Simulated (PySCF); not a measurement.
A species of formula C3H7BF2 has this rotational fingerprint, computed with PySCF, PBE0-D3(BJ)/def2-SVP geometry optimisation, gas phase:

| Quantity | Value |
| --- | --- |
| Rotational constants | A = 4285, B = 2529, C = 1717 MHz |
| Dipole components | \|μa\| = 0.21 D, \|μb\| = 2.31 D, \|μc\| = 0.17 D |
| Inertial defect | -23.45 u·Å² |
| κ | -0.37 |

Task: Which candidate fits, each taken in the one conformer that was computed?
A. `[CH3:1][CH:2]([CH3:3])[B:4]([F:5])[F:6]` with C1–C2–B4–F5 118° (isopropyldifluoroborane)
B. `[CH3:1][CH2:2][CH2:3][B:4]([F:5])[F:6]` with C1–C2–C3–B4 180°, C2–C3–B4–F5 -177°
C. `[CH3:1][C@@H:2]([BH:3][F:4])[CH2:5][F:6]` with C1–C2–B3–F4 -89°, C1–C2–C5–F6 -176°

Result: C. It is C[C@@H](BF)CF, an asymmetric top, point group C1. The candidates at the same level (rigid rotor, commonest isotopes):

| SMILES | A (MHz) | B (MHz) | C (MHz) | μa (D) | μb (D) | μc (D) | Δ (u·Å²) | point group | rotor |
| --- | --- | --- | --- | --- | --- | --- | --- | --- | --- |
| CC(C)B(F)F | 4592 | 2820 | 1975 | 1.50 | 0.26 | 0.30 | -33.36 | C1 | asymmetric top |
| CCCB(F)F | 8049 | 1672 | 1421 | 1.51 | 0.51 | 0.02 | -9.37 | near Cs | near-prolate asymmetric top |
| C[C@@H](BF)CF | 4285 | 2529 | 1717 | 0.21 | 2.31 | 0.17 | -23.45 | C1 | asymmetric top |

`CCCB(F)F` has A 88 % too high; `CC(C)B(F)F` has C 15 % too high. No structure here is proved a minimum.
